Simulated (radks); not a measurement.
Values are calculated unless marked as measured or tabulated.
Task: These are the eigenvalues of the occupied orbitals of an atom or ion with whole-number occupations (eV). Code: a radial shooting solver on a logarithmic mesh with Libxc functionals. Model: non-relativistic Kohn-Sham, PBE, spin-polarised, spherical densities, point nucleus.

orbital  eigenvalue
1s up     -1864.753
1s down   -1862.755
2s up     -212.1704
2p up     -169.7230
2p down   -166.0815
3s up      -57.3069

Which element is it, and in what charge state? The configuration may be excited. Open shells, if any, are filled with parallel spins first.

Result: Z = 14, silicon, charge +4: Si4+ in [He] 2s1 2p6 3s1. The list shows which subshells hold electrons but not how many an open one holds; the 1s level, -68.528 hartree, gives Z - s = 11.7 by -(Z - s)^2/2, which with screening narrows Z to a few neighbours, and the depths of the outer levels then fix element, charge and occupations together.
